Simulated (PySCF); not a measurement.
Point-charge models of `BN(C=C)B` against its computed dipole.

Coordinates (PBE0-D3(BJ)/def2-SVP, Å) and charges (e) from the PBE0/pcSseg-1 density (PySCF):

```
atom       x       y       z  Mulliken      IAO  Hirshfeld  ESP-fitted
  B1   0.274   1.635   0.586   +0.1971  +0.0620    +0.1514     +0.0980
  N2   0.015   0.279   0.210   -0.6074  -0.2624    -0.1325     +0.1458
  B3   1.093  -0.515  -0.302   +0.2056  +0.0697    +0.1565     +0.1546
  C4  -1.279  -0.256   0.451   +0.0341  -0.0312    +0.0087     -0.1798
  C5  -1.801  -1.349  -0.104   -0.1979  -0.3390    -0.1124     -0.5021
  H6  -0.594   2.261   1.147   -0.0319  +0.0021    -0.0587     -0.0799
  H7   1.351   2.117   0.346   +0.0142  +0.0143    -0.0536     -0.0692
  H8   2.137   0.028  -0.552   +0.0090  +0.0136    -0.0541     -0.0913
  H9   0.950  -1.703  -0.454   -0.0147  +0.0054    -0.0565     -0.0779
 H10  -1.871   0.344   1.148   +0.1244  +0.1519    +0.0514     +0.1696
 H11  -1.258  -1.963  -0.825   +0.1380  +0.1537    +0.0477     +0.2202
 H12  -2.813  -1.654   0.166   +0.1293  +0.1597    +0.0521     +0.2120
```

Question: What dipole does each set of charges give (1 e·Å = 4.803 D), and what does the density give?

Answer: The full density gives (-0.85, -0.35, 0.13) D, 0.93 D in size; dipole vectors point from the negative to the positive end.

```csv
scheme,μx,μy,μz,size (D),share of the full size (%),angle to the full dipole (°)
Mulliken,-0.69,-0.74,-0.09,1.02,110,28
IAO,-0.65,-0.14,0.25,0.71,77,16
Hirshfeld,-0.52,-0.16,0.13,0.56,60,7
ESP-fitted,-0.83,-0.37,0.15,0.92,100,2
```

Question: Which set comes closest?

Answer: Length of the difference vector: ESP-fitted 0.03 D, IAO 0.31 D, Hirshfeld 0.38 D, Mulliken 0.47 D. Closest: ESP-fitted. ESP charges are fitted to the potential around the molecule, whose slowest-falling term is the dipole's. 

Question: What is left for the Hirshfeld atoms' own dipoles?

Answer: The shares of the density sum to the whole, so what Σ q r misses lies in dipoles about the nuclei. The atomic dipoles sum to (-0.85, -0.35, 0.13) − (-0.52, -0.16, 0.13) = (-0.33, -0.19, 0.00) D, 0.38 D in size.

Question: With the origin at the mean of the coordinates, (-0.316, -0.065, 0.152) Å, which are the largest single terms, by size, of the Mulliken dipole along the direction of the full one?

Answer: H12 +1.79, C5 -1.72, N2 +1.24, B3 -1.17, B1 -1.06 D; all 12 atoms together +0.90 D. The single terms depend on the origin, their sum doesn't.

Question: Give the size of the full dipole in other units.

Answer: 0.93 D = 0.365 au = 0.193 e·Å = 3.09 × 10⁻³⁰ C·m.

Isolated species at its PBE0-D3(BJ)/def2-SVP geometry, gas phase.

Conformer computed: `[BH2:1][N:2]([BH2:3])[CH:4]=[CH2:5]`: B1–N2–C4–C5 163°.
